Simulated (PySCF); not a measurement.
C5H8F3OP.
Atom-mapped SMILES: `[CH3:1]/[CH:2]=[CH:3]/[P@@:4]([CH3:5])(=[O:6])[C:7]([F:8])([F:9])[F:10]` (hydrogens: H11, H12, H13 on C1; H14 on C2; H15 on C3; H16, H17, H18 on C5)

The same species was optimised twice, with GFN2-xTB and with PBE0-D3(BJ)/def2-SVP (PySCF), and the same property calculations (PySCF, gas phase) were run on both structures.

```tsv
coordinate	GFN2-xTB	PBE0-D3(BJ)/def2-SVP	change
P4=O6 (Å)	1.460	1.493	+0.033
P4–C5 (Å)	1.827	1.808	-0.019
C2=C3 (Å)	1.329	1.340	+0.011
C7–F10 (Å)	1.335	1.327	-0.008
C3–P4 (Å)	1.799	1.792	-0.007
P4–C7 (Å)	1.894	1.887	-0.007
C1–C2 (Å)	1.483	1.487	+0.004
C7–F8 (Å)	1.337	1.334	-0.003
C7–F9 (Å)	1.343	1.344	+0.001
P4–C7–F9 (°)	113.3	110.5	-2.8
O6–P4–C7 (°)	110.9	113.2	+2.3
C3–P4–O6 (°)	116.7	114.8	-1.9
C3–P4–C5 (°)	109.2	107.8	-1.4
C3–P4–C7 (°)	101.3	102.4	+1.1
F9–C7–F10 (°)	106.9	107.9	+1.0
F8–C7–F9 (°)	106.7	107.5	+0.8
F8–C7–F10 (°)	107.8	108.4	+0.6
C2–C3–P4–C5 (°)	-133	-130	+3
C3–P4–C7–F8 (°)	171	170	-1
```

Rotational constants: A = 1647, B = 774.7, C = 685.9 MHz (GFN2-xTB) against A = 1675, B = 763.6, C = 684.2 MHz (PBE0-D3(BJ)/def2-SVP). Point groups within 0.08 Å: C1 and C1.

On the GFN2-xTB structure: HOMO (eV) -8.19 [PBE0/pcSseg-1]; LUMO (eV) -0.89 [PBE0/pcSseg-1]; dipole (D) 4.42 [PBE0/pcSseg-1]; GIAO shielding of C1 (ppm) 162.6 [PBE0/pcSseg-1]; GIAO shielding of C2 (ppm) 22.5 [PBE0/pcSseg-1]; GIAO shielding of C3 (ppm) 61.5 [PBE0/pcSseg-1]; GIAO shielding of P4 (ppm) 315.4 [PBE0/pcSseg-1]; GIAO shielding of C5 (ppm) 170.9 [PBE0/pcSseg-1]; GIAO shielding of O6 (ppm) 261.0 [PBE0/pcSseg-1]; GIAO shielding of C7 (ppm) 54.6 [PBE0/pcSseg-1]; GIAO shielding of F8/F9/F10 (mean) (ppm) 265.0 [PBE0/pcSseg-1].

Question: What do these properties become on the PBE0-D3(BJ)/def2-SVP structure?

Answer: 
```tsv
property	level	on GFN2-xTB	on PBE0-D3(BJ)/def2-SVP	change
HOMO (eV)	PBE0/pcSseg-1	-8.19	-8.11	+0.08
LUMO (eV)	PBE0/pcSseg-1	-0.89	-0.90	-0.01
dipole (D)	PBE0/pcSseg-1	4.42	4.30	-0.12
energy, GFN2-xTB geometry as zero (kcal/mol)	PBE0/pcSseg-1	0.0	-1.3	-1.3
GIAO shielding of C1 (ppm)	PBE0/pcSseg-1	162.6	160.8	-1.8
GIAO shielding of C2 (ppm)	PBE0/pcSseg-1	22.5	18.9	-3.6
GIAO shielding of C3 (ppm)	PBE0/pcSseg-1	61.5	60.0	-1.5
GIAO shielding of P4 (ppm)	PBE0/pcSseg-1	315.4	309.2	-6.2
GIAO shielding of C5 (ppm)	PBE0/pcSseg-1	170.9	170.3	-0.6
GIAO shielding of O6 (ppm)	PBE0/pcSseg-1	261.0	254.8	-6.2
GIAO shielding of C7 (ppm)	PBE0/pcSseg-1	54.6	55.5	+0.9
GIAO shielding of F8/F9/F10 (mean) (ppm)	PBE0/pcSseg-1	265.0	266.5	+1.5
```

The heavy atoms differ by 0.045 Å rms after alignment. Among bonds between heavy atoms P4=O6 changes most (+0.033 Å). Changes are differences of the printed values. Neither structure is proved a minimum here.

Conformer computed: `[CH3:1]/[CH:2]=[CH:3]/[P@@:4]([CH3:5])(=[O:6])[C:7]([F:8])([F:9])[F:10]`: C2–C3–P4–C5 -130°, C3–P4–C7–F8 170°.
